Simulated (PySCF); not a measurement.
Ligands exchanged one at a time, Sn OCH3-SiH3. Isolated molecules, 0 K electronic values unless said otherwise. One relaxed conformer stands for each flexible species; it need not be the lowest. Strings in code marks are SMILES.

The numbers are results of PBE0-D4/def2-TZVP // PBE0-D4/def2-SVP run with PySCF, not measurements. All candidates: neutral, multiplicity 1. Delta-SCF ions had no search for a lower state. 

```yaml
LUMO: -1.13 eV
vertical ionisation energy (Delta-SCF): 8.63 eV
HOMO–LUMO gap: 5.92 eV
```

Problem. Say which member has these values.
A. `C[O][Sn]([O]C)([O]C)[O]C`
B. `C[O][Sn]([SiH3])([O]C)[O]C`
C. `[SiH3][Sn]([SiH3])([SiH3])[SiH3]`
D. `C[O][Sn]([SiH3])([SiH3])[SiH3]` (C–O–Sn–Si torsion 61°)

Solution. D, `C[O][Sn]([SiH3])([SiH3])[SiH3]` (C–O–Sn–Si torsion 61°). The others give `[SiH3][Sn]([SiH3])([SiH3])[SiH3]`: -0.48 eV, 9.12 eV, 7.13 eV; `C[O][Sn]([O]C)([O]C)[O]C`: -1.65 eV, 9.58 eV, 6.30 eV; `C[O][Sn]([SiH3])([O]C)[O]C`: -1.03 eV, 9.13 eV, 6.46 eV
